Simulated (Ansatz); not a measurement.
Geometry optimisation, Ansatz, RKS B3LYP/def2-SVPD.

input.yaml

```yaml
crystal:
  periodic: [false, false, false]
  atoms:
    - { symbol: C, position_ang: [-0.68518, 1.53141, -0.93094] }
    - { symbol: Si, position_ang: [0.53028, 0.28303, -0.68633] }
    - { symbol: O, position_ang: [0.48268, -0.78398, 0.50005] }
    - { symbol: Mg, position_ang: [0.15196, -1.79865, 1.89638] }
    - { symbol: H, position_ang: [-0.5301, 2.33585, -1.62657] }
    - { symbol: H, position_ang: [-1.5636, 1.62086, -0.31119] }
    - { symbol: H, position_ang: [1.70295, -0.05616, -1.49598] }
    - { symbol: H, position_ang: [-0.08898, -3.13236, 2.65457] }
basis:
  gaussian: { orbitals: def2-SVPD }
hamiltonian:
  xc: b3lyp
relax:
  f_tol: 0.015
  max_steps: 40
```

Command:

```bash
$ ansatz run input.yaml --threads 2 --pin off --max-ram 3072MiB --backend cpu --events-out ev --progress --plain --runs-dir out
```

**Question.** Where does it end, and by what steps?

**Answer.** The run converged. The force dipped under the threshold on the way, but the program's further checks kept it going. After 7 steps the energy has fallen by 0.379 eV; H8 moved furthest, 0.35 Å.

| step | energy less start (eV) | largest force component (eV/Å) | accepted |
| --- | --- | --- | --- |
| 0 | 0.0000 | 1.619 | yes |
| 1 | -0.2760 | 0.701 | yes |
| 2 | -0.3530 | 0.511 | yes |
| 3 | -0.3573 | 0.428 | yes |
| 4 | -0.3722 | 0.333 | yes |
| 5 | -0.3783 | 0.038 | yes |
| 6 | -0.3788 | 0.008 | yes |
| 7 | -0.3789 | 0.008 | yes |

```xyz
8
Properties=species:S:1:pos:R:3
C -0.648 1.576 -0.921
Si 0.478 0.317 -0.679
O 0.438 -0.864 0.436
Mg 0.152 -2.066 1.773
H -0.459 2.288 -1.727
H -1.555 1.739 -0.337
H 1.675 0.202 -1.545
H -0.080 -3.192 2.999
```

Run time: 30 s on 2 threads of Arm Neoverse V2 (shared host), peak memory 0.23 GiB.
